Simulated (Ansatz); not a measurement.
```yaml
crystal:
  periodic: [true, true, true]
  atoms:
    - {symbol: C, position_ang: [-1.698499, 0.698781, 0.960494]}
    - {symbol: O, position_ang: [-0.490720, 1.114070, 0.365393]}
    - {symbol: Si, position_ang: [0.285630, 0.232727, -0.783249]}
    - {symbol: C, position_ang: [0.857964, -1.401931, -0.102614]}
    - {symbol: Se, position_ang: [2.014897, 1.462410, -1.589801]}
    - {symbol: H, position_ang: [-2.073445, 1.516997, 1.577405]}
    - {symbol: H, position_ang: [-1.551772, -0.178030, 1.601599]}
    - {symbol: H, position_ang: [-2.458639, 0.457485, 0.207579]}
    - {symbol: H, position_ang: [-0.611856, 0.028686, -1.954529]}
    - {symbol: H, position_ang: [1.358588, -1.981700, -0.880833]}
    - {symbol: H, position_ang: [1.558736, -1.256832, 0.722975]}
    - {symbol: H, position_ang: [0.010560, -1.986157, 0.267592]}
    - {symbol: H, position_ang: [2.819055, 1.258894, -0.377110]}
basis:
  gaussian: {orbitals: ANO-RCC-VTZP}
magnetization: {spin_polarized: true, initial_magnetization: 0}
hamiltonian: {xc: {name: RPBE}}
```

```sh
$ ansatz run in.yaml --threads 2 --pin off --events-out ev --progress --plain --max-ram 32768MiB --backend cuda --devices 0, --max-vram 18GiB
```

Shortened log:

```
Error: YAML parse error: error: line 2 column 3: crystal: missing field `lattice` (a structure is typed as `lattice` and `atoms`, a molecule's as `atoms` in Å alone, or read from a run's directory, `checkpoint`)
 --> <input>:2:3
1 | crystal:
2 |   periodic: [true, true, true]
3 |   atoms:
4 |     - {symbol: C, position_ang: [-1.698499, 0.698781, 0.960494]}
```

In this input the molecule is marked periodic without a cell. The program refused the input.
